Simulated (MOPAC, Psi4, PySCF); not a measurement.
Two rigid molecules brought together: H2O ··· C4H4O (SMILES O and c1ccoc1). Monomers: optimised at B3LYP-D3(BJ) (def2-TZVP), held rigid. Orientation: lowest of the rigid-body minima from ten starts at GFN2-xTB. R is the distance of the centres of mass, along which the second monomer moves.

Levels: RKS-B3LYP/3-21G = restricted B3LYP/3-21G, no counterpoise correction run with PySCF; AM1, restricted, heats of formation (MOPAC); RKS-B3LYP/LANL2DZ = restricted B3LYP/LANL2DZ, no counterpoise correction in PySCF 2.14.0; SAPT0/jun-cc-pVDZ, frozen core (Psi4).

Interaction energies in kcal/mol; the last columns give the difference from SAPT0:

```json
[
 {"R / Å": "3.44", "RKS-B3LYP/3-21G": "-2.31", "AM1": "14.53", "RKS-B3LYP/LANL2DZ": "0.58", "SAPT0/jun-cc-pVDZ": "2.36", "RKS-B3LYP/3-21G − SAPT0/jun-cc-pVDZ": "-4.67", "AM1 − SAPT0/jun-cc-pVDZ": "12.17", "RKS-B3LYP/LANL2DZ − SAPT0/jun-cc-pVDZ": "-1.77"},
 {"R / Å": "3.65", "RKS-B3LYP/3-21G": "-6.17", "AM1": "4.11", "RKS-B3LYP/LANL2DZ": "-3.60", "SAPT0/jun-cc-pVDZ": "-2.05", "RKS-B3LYP/3-21G − SAPT0/jun-cc-pVDZ": "-4.12", "AM1 − SAPT0/jun-cc-pVDZ": "6.16", "RKS-B3LYP/LANL2DZ − SAPT0/jun-cc-pVDZ": "-1.54"},
 {"R / Å": "3.79", "RKS-B3LYP/3-21G": "-6.74", "AM1": "0.38", "RKS-B3LYP/LANL2DZ": "-4.46", "SAPT0/jun-cc-pVDZ": "-3.15", "RKS-B3LYP/3-21G − SAPT0/jun-cc-pVDZ": "-3.59", "AM1 − SAPT0/jun-cc-pVDZ": "3.53", "RKS-B3LYP/LANL2DZ − SAPT0/jun-cc-pVDZ": "-1.31"},
 {"R / Å": "4.02", "RKS-B3LYP/3-21G": "-6.25", "AM1": "-1.76", "RKS-B3LYP/LANL2DZ": "-4.45", "SAPT0/jun-cc-pVDZ": "-3.51", "RKS-B3LYP/3-21G − SAPT0/jun-cc-pVDZ": "-2.74", "AM1 − SAPT0/jun-cc-pVDZ": "1.75", "RKS-B3LYP/LANL2DZ − SAPT0/jun-cc-pVDZ": "-0.94"},
 {"R / Å": "4.24", "RKS-B3LYP/3-21G": "-5.17", "AM1": "-1.80", "RKS-B3LYP/LANL2DZ": "-3.81", "SAPT0/jun-cc-pVDZ": "-3.15", "RKS-B3LYP/3-21G − SAPT0/jun-cc-pVDZ": "-2.02", "AM1 − SAPT0/jun-cc-pVDZ": "1.34", "RKS-B3LYP/LANL2DZ − SAPT0/jun-cc-pVDZ": "-0.66"},
 {"R / Å": "4.41", "RKS-B3LYP/3-21G": "-4.23", "AM1": "-1.51", "RKS-B3LYP/LANL2DZ": "-3.23", "SAPT0/jun-cc-pVDZ": "-2.73", "RKS-B3LYP/3-21G − SAPT0/jun-cc-pVDZ": "-1.50", "AM1 − SAPT0/jun-cc-pVDZ": "1.22", "RKS-B3LYP/LANL2DZ − SAPT0/jun-cc-pVDZ": "-0.50"},
 {"R / Å": "4.71", "RKS-B3LYP/3-21G": "-2.70", "AM1": "-0.97", "RKS-B3LYP/LANL2DZ": "-2.33", "SAPT0/jun-cc-pVDZ": "-2.03", "RKS-B3LYP/3-21G − SAPT0/jun-cc-pVDZ": "-0.67", "AM1 − SAPT0/jun-cc-pVDZ": "1.06", "RKS-B3LYP/LANL2DZ − SAPT0/jun-cc-pVDZ": "-0.30"},
 {"R / Å": "5.06", "RKS-B3LYP/3-21G": "-1.48", "AM1": "-0.59", "RKS-B3LYP/LANL2DZ": "-1.59", "SAPT0/jun-cc-pVDZ": "-1.42", "RKS-B3LYP/3-21G − SAPT0/jun-cc-pVDZ": "-0.06", "AM1 − SAPT0/jun-cc-pVDZ": "0.83", "RKS-B3LYP/LANL2DZ − SAPT0/jun-cc-pVDZ": "-0.17"},
 {"R / Å": "5.50", "RKS-B3LYP/3-21G": "-0.75", "AM1": "-0.38", "RKS-B3LYP/LANL2DZ": "-1.02", "SAPT0/jun-cc-pVDZ": "-0.93", "RKS-B3LYP/3-21G − SAPT0/jun-cc-pVDZ": "0.17", "AM1 − SAPT0/jun-cc-pVDZ": "0.55", "RKS-B3LYP/LANL2DZ − SAPT0/jun-cc-pVDZ": "-0.09"},
 {"R / Å": "6.26", "RKS-B3LYP/3-21G": "-0.37", "AM1": "-0.22", "RKS-B3LYP/LANL2DZ": "-0.54", "SAPT0/jun-cc-pVDZ": "-0.49", "RKS-B3LYP/3-21G − SAPT0/jun-cc-pVDZ": "0.12", "AM1 − SAPT0/jun-cc-pVDZ": "0.26", "RKS-B3LYP/LANL2DZ − SAPT0/jun-cc-pVDZ": "-0.05"},
 {"R / Å": "7.25", "RKS-B3LYP/3-21G": "-0.19", "AM1": "-0.12", "RKS-B3LYP/LANL2DZ": "-0.28", "SAPT0/jun-cc-pVDZ": "-0.24", "RKS-B3LYP/3-21G − SAPT0/jun-cc-pVDZ": "0.05", "AM1 − SAPT0/jun-cc-pVDZ": "0.12", "RKS-B3LYP/LANL2DZ − SAPT0/jun-cc-pVDZ": "-0.04"},
 {"R / Å": "8.51", "RKS-B3LYP/3-21G": "-0.10", "AM1": "-0.06", "RKS-B3LYP/LANL2DZ": "-0.15", "SAPT0/jun-cc-pVDZ": "-0.12", "RKS-B3LYP/3-21G − SAPT0/jun-cc-pVDZ": "0.02", "AM1 − SAPT0/jun-cc-pVDZ": "0.06", "RKS-B3LYP/LANL2DZ − SAPT0/jun-cc-pVDZ": "-0.03"}
]
```

RKS-B3LYP/3-21G is furthest from SAPT0/jun-cc-pVDZ at 3.44 (-4.67 kcal/mol, below); its mean absolute difference over the points is 1.64 kcal/mol.

AM1 is furthest from SAPT0/jun-cc-pVDZ at 3.44 (12.17 kcal/mol, above); its mean absolute difference over the points is 2.42 kcal/mol.

RKS-B3LYP/LANL2DZ is furthest from SAPT0/jun-cc-pVDZ at 3.44 (-1.77 kcal/mol, below); its mean absolute difference over the points is 0.62 kcal/mol.
